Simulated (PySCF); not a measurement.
Computed vibrations of YbCl3(H2O)

YbCl3(H2O) (singlet in the valence; each metal's 4f electrons, 13 of them, lie in its core potential, out of spins and levels). PySCF 2.14.0, RKS PBE0, Yb lcecp-1-SVP with ECP59, Cl def2-SVP, O def2-SVP, H def2-SVP; non-relativistic Hamiltonian with scalar-relativistic core potentials where named; density fitting; no spin-orbit coupling. Central differences of gradients.

```xyz
7

Yb    0.0144   -0.0228    0.0228
Cl    1.1056    1.8553    1.1431
Cl   -1.6156   -1.3039    1.3039
Cl    1.1056   -1.1431   -1.8553
O    -1.2736    1.3268   -1.3268
H    -1.4641    2.2583   -1.1527
H    -1.4641    1.1527   -2.2583
```

Run from Python with OMP_NUM_THREADS=2. Where DIIS fails, smearing, a level shift and second-order steps follow.
It took 100 s on 2 threads of Arm Neoverse V2, with other jobs on the host.

Q: What are the harmonic wavenumbers and infrared intensities?

A: Modes are labelled in Cs; negative numbers are unstable modes, those under 60 cm⁻¹ near the noise; a finer grid moves soft modes by up to 10 cm⁻¹.
```json
{"cm⁻¹": "-47", "km/mol": "–", "symmetry": "a''"}
{"cm⁻¹": "44", "km/mol": "31.1", "symmetry": "a'"}
{"cm⁻¹": "67", "km/mol": "27.1", "symmetry": "a'"}
{"cm⁻¹": "73", "km/mol": "5.0", "symmetry": "a'"}
{"cm⁻¹": "75", "km/mol": "1.1", "symmetry": "a''"}
{"cm⁻¹": "137", "km/mol": "8.7", "symmetry": "a''"}
{"cm⁻¹": "242", "km/mol": "207.7", "symmetry": "a'"}
{"cm⁻¹": "323", "km/mol": "5.7", "symmetry": "a'"}
{"cm⁻¹": "335", "km/mol": "6.5", "symmetry": "a'"}
{"cm⁻¹": "340", "km/mol": "68.0", "symmetry": "a''"}
{"cm⁻¹": "348", "km/mol": "123.2", "symmetry": "a'"}
{"cm⁻¹": "502", "km/mol": "68.7", "symmetry": "a''"}
{"cm⁻¹": "1606", "km/mol": "123.2", "symmetry": "a'"}
{"cm⁻¹": "3837", "km/mol": "169.1", "symmetry": "a'"}
{"cm⁻¹": "3931", "km/mol": "205.0", "symmetry": "a''"}
```

Q: Is this a minimum?

A: Probably not: 1 unstable, though so soft as to be near the noise; the lowest moves the atoms so:
```
Yb   0.00 -0.01 -0.01
Cl  -0.03  0.05 -0.06
Cl   0.00 -0.04 -0.04
Cl   0.03 -0.06  0.05
O    0.00  0.16  0.16
H    0.61  0.31  0.06
H   -0.61  0.06  0.31
```

An lcecp potential fixes the number of 4f electrons, so in runs with it no electron can move into or out of that shell.
